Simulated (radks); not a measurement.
Values are calculated unless marked as measured or tabulated.
Q: Excited configurations of the lithium ion Li+: one electron is placed in a higher orbital outside 1s1. The ground configuration is [He]. Level of theory: scalar-relativistic Kohn-Sham, r2SCAN, spin-polarised, spherical densities, finite nucleus; open shells are filled with parallel spins first; meta-GGA in the generalised Kohn-Sham scheme; Fermi nuclear charge, rms radius 2.444 fm (a radial shooting solver on a logarithmic mesh with Libxc functionals). Excitation = E - E(ground); binding = E(ion) - E, where the ion is the core of charge +2; n* = 2/sqrt(2 binding) in atomic units, and the quantum defect is n - n*.

| outer orbital | excitation (eV) | binding (eV) | n* | quantum defect | eigenvalue (eV) | <r> (bohr) |
|---|---|---|---|---|---|---|
| 2p | 61.827 | 13.868 | 1.981 | 0.019 | -10.274 | 2.394 |
| 3d | 69.855 | 5.840 | 3.053 | -0.053 | -4.234 | 5.396 |
| 4d | 72.277 | 3.417 | 3.991 | 0.009 | -2.649 | 10.54 |
| 7d | 74.536 | 1.158 | 6.854 | 0.146 | -0.950 | 34.90 |

Estimate the row for 3s.

A: excitation (eV) 68.707; binding (eV) 6.988; n* 2.791; quantum defect 0.209; eigenvalue (eV) -5.664; <r> (bohr) 5.860. The Delta-SCF ionisation energy is 75.695 eV (NIST Atomic Spectra Database: 75.640 eV, theoretical). Self-interaction in the functional shifts the binding energies and quantum defects, so they are the method's values and not measured ones.
